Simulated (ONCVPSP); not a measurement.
# Pb, ONCV: configuration errors across variants

| Quantity | Value |
| --- | --- |
| Element | Pb (Z = 82) |
| Generator | ONCVPSP 4.0.1 |
| Type | optimised norm-conserving Vanderbilt (ONCV) |
| Functional | PBE |
| Relativity | scalar-relativistic |
| Frozen core | [Kr] 4d10 4f14 |
| Valence charge | 22 |
| Reference configuration | 5s2 5p6 5d10 6s2 6p2 |
| Partial waves | 5s+6s: rc 1.60 bohr, ncon 4, nbas 7, qcut 7.6 1/bohr, 2 projectors; 5p+6p: rc 1.40 bohr, ncon 4, nbas 7, qcut 12.5 1/bohr, 2 projectors; 5d: rc 1.95 bohr, ncon 4, nbas 8, qcut 7.7 1/bohr, 2 projectors, debl 2.7 Ha |
| Local potential | polynomial inside 0.95 bohr (lpopt 5, dvloc0 6 Ha) |
| Core correction | none |

All-electron excitation energies from the reference (eV): (1) 5s2 5p6 5d10 6s2 6p1 6.576; (2) 5s2 5p6 5d10 6s2 6p0 20.021; (3) 5s2 5p6 5d10 6s1 6p0 52.431; (4) 5s1 5p6 5d10 6s2 6p2 151.967.

A true bound ghost makes a file unfit for plane-wave use even where its test errors are small: the radial tests pick states by their node count and pass the ghost by.

Errors AE − PS in meV (a dash: test not solved or not reliable):

```json
{"change": "base", "(1)": "-2.6", "(2)": "-8.3", "(3)": "-24", "(4)": "-767", "bound ghosts": "d", "GHOST(+) flags above zero": "s"}
{"change": "s: rc 1.1", "(1)": "-2.7", "(2)": "-8.7", "(3)": "-21", "(4)": "-252", "bound ghosts": "d", "GHOST(+) flags above zero": "s"}
{"change": "s: rc 1.24", "(1)": "-2.7", "(2)": "-8.6", "(3)": "-22", "(4)": "-340", "bound ghosts": "d", "GHOST(+) flags above zero": "s"}
{"change": "s: rc 1.36", "(1)": "-2.6", "(2)": "-8.5", "(3)": "-23", "(4)": "-446", "bound ghosts": "d", "GHOST(+) flags above zero": "s"}
{"change": "s: rc 1.48", "(1)": "-2.6", "(2)": "-8.4", "(3)": "-24", "(4)": "-596", "bound ghosts": "d", "GHOST(+) flags above zero": "s"}
{"change": "s: rc 1.62", "(1)": "-2.6", "(2)": "-8.3", "(3)": "-25", "(4)": "-797", "bound ghosts": "d", "GHOST(+) flags above zero": "s"}
{"change": "s: rc 1.76", "(1)": "-2.6", "(2)": "-8.3", "(3)": "-25", "(4)": "-988", "bound ghosts": "d", "GHOST(+) flags above zero": "s"}
{"change": "s: rc 1.96", "(1)": "-2.6", "(2)": "-8.2", "(3)": "-25", "(4)": "-1176", "bound ghosts": "d", "GHOST(+) flags above zero": "s"}
{"change": "s: rc 2.18", "(1)": "-2.6", "(2)": "-8.1", "(3)": "-25", "(4)": "-1219", "bound ghosts": "d", "GHOST(+) flags above zero": "s"}
{"change": "s: rc 2.34", "(1)": "-2.6", "(2)": "-7.9", "(3)": "-26", "(4)": "-1238", "bound ghosts": "d", "GHOST(+) flags above zero": "s"}
```

Problem. Give the same row for: s: rc 2.08.

Solution. -2.6, -8.1, -25, -1216; bound ghosts: d; GHOST(+) flags above zero: s.
